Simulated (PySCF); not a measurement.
**Ionisation energy of Hg³⁹⁺ by level of theory**

Hg³⁹⁺ [Kr] 4d5 [4d3/2^4 4d5/2^1, M_J = 5/2] → Hg⁴⁰⁺ [Kr] 4d4 [4d3/2^4, M_J = 0], as a difference of total energies. Computed with PySCF 2.14 in an even-tempered Gaussian basis (16 s from 4.6 bohr⁻², ratio 2.8; 14 p from 5.9 bohr⁻², ratio 2.8; 9 d from 5.9 bohr⁻², ratio 2.8; 3 f from 24 bohr⁻², ratio 3), with the two-component X2C-1e Hamiltonian. Correlated levels: [Ar] 3d10 frozen; the 90 highest virtual spinors dropped. "Screened" scales the spin-orbit matrix elements by Boettger's factors to mimic the two-electron term; Breit and QED terms are absent.

| method | ionisation energy (eV) |
| --- | --- |
| GHF (spin-free) | 1860.1 |
| GMP2 (spin-free) | 1860.0 |
| GHF (screened spin-orbit) | 1838.7 |
| GMP2 (screened spin-orbit) | 1838.5 |

Breit and QED terms and the two-electron picture change are absent.

The spin-free rows relax to the high-spin LS determinant and lack the spin-orbit shift.

The labels give the starting determinants; with spin-orbit coupling the two ends relaxed to ⟨J²⟩ = 8.75, ⟨L²⟩ = 6.10, ⟨S²⟩ = 2.98 and ⟨J²⟩ = 0.00, ⟨L²⟩ = 2.52, ⟨S²⟩ = 2.52.

For comparison: 1839 ± 4 eV (theoretical estimate listed by NIST; NIST Atomic Spectra Database, ionization energies).
